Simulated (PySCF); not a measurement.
**Electronic structure of Pb(3+) (lead, charge +3) at the UHF level**

Configuration: [Xe] 4f14 5d10 6s1, 2S determinant. Computed with PySCF 2.14 in aug-cc-pVTZ-DK3, with the spin-free X2C one-electron Hamiltonian (Gaussian nucleus).

```json
{"Total energy": "-20876.094914 hartree", "One-electron energy": "-28486.8865 hartree", "Hartree (Coulomb) energy": "7999.8782 hartree", "Exchange energy": "-389.0866 hartree", "⟨S²⟩": "0.7509", "⟨L²⟩": "0.000", "Sum of ⟨r⟩": "39.80 bohr", "Sum of ⟨r²⟩": "39.44 bohr²", "Langevin diamagnetic susceptibility": "-31.2 ×10⁻⁶ cm³/mol"}
```

| shell | electrons | mean orbital energy (eV) | rms radius, mean of both spins (bohr) |
| --- | --- | --- | --- |
| 1s α | 1 | -88488.8 | 0.0181 |
| 1s β | 1 | -88488.7 | 0.0181 |
| 2s α | 1 | -16009.0 | 0.0730 |
| 2s β | 1 | -16008.9 | 0.0730 |
| 2p α | 3 | -13806.7 | 0.0673 |
| 2p β | 3 | -13806.7 | 0.0673 |
| 3s α | 1 | -3937.4 | 0.186 |
| 3s β | 1 | -3937.3 | 0.186 |
| 3p α | 3 | -3292.8 | 0.189 |
| 3p β | 3 | -3292.8 | 0.189 |
| 3d α | 5 | -2600.0 | 0.173 |
| 3d β | 5 | -2599.9 | 0.173 |
| 4s α | 1 | -952.78 | 0.408 |
| 4s β | 1 | -952.56 | 0.408 |
| 4p α | 3 | -736.88 | 0.435 |
| 4p β | 3 | -736.80 | 0.435 |
| 4d α | 5 | -474.99 | 0.462 |
| 4d β | 5 | -474.95 | 0.462 |
| 5s α | 1 | -195.61 | 0.916 |
| 5s β | 1 | -195.11 | 0.916 |
| 4f α | 7 | -187.20 | 0.494 |
| 4f β | 7 | -187.16 | 0.494 |
| 5p α | 3 | -133.04 | 1.04 |
| 5p β | 3 | -132.86 | 1.04 |
| 5d α | 5 | -57.680 | 1.36 |
| 5d β | 5 | -57.238 | 1.36 |
| 6s α | 1 | -40.808 | 2.27 |

Spin-orbit coupling, which splits the p, d and f shells strongly at this Z, is absent.

Densities and radii are taken from the X2C orbitals without a picture-change correction, which distorts them close to the nucleus.
